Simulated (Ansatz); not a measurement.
Mulliken charges of `[F][GeH]1[NH]C[S]1` from r2SCAN/def2-TZVPP in Ansatz (PBE0-D4/def2-TZVP geometry).

| atom | x (Å) | y (Å) | z (Å) | charge (e) |
| --- | --- | --- | --- | --- |
| F1 | -1.107 | 2.417 | 0.176 | -0.365 |
| Ge2 | -0.026 | 1.209 | -0.448 | 0.691 |
| N3 | 0.376 | -0.060 | 0.785 | -0.414 |
| C4 | -0.149 | -1.244 | 0.124 | 0.109 |
| S5 | -0.989 | -0.542 | -1.367 | -0.295 |
| H6 | 1.040 | 2.054 | -1.155 | -0.017 |
| H7 | 1.207 | -0.161 | 1.346 | 0.145 |
| H8 | 0.624 | -1.942 | -0.207 | 0.074 |
| H9 | -0.887 | -1.778 | 0.728 | 0.073 |

Q: By hand: the dipole of these point charges (1 e Å = 4.8032 D).

A: Σ q r = (0.645, -0.329, -0.029) e Å, of length 0.725 e Å = 3.48 D.

Q: How does the dipole of the full density compare? (Estimate.)

A: The calculation gave: (0.597, -0.305, 0.086) e Å, 3.25 D; the point charges give 1.07 times that, at 10° from its direction.

Point charges leave out the atoms' own dipoles, such as those of lone pairs, and Mulliken's split depends on the basis, so the close match here is no proof of good charges.
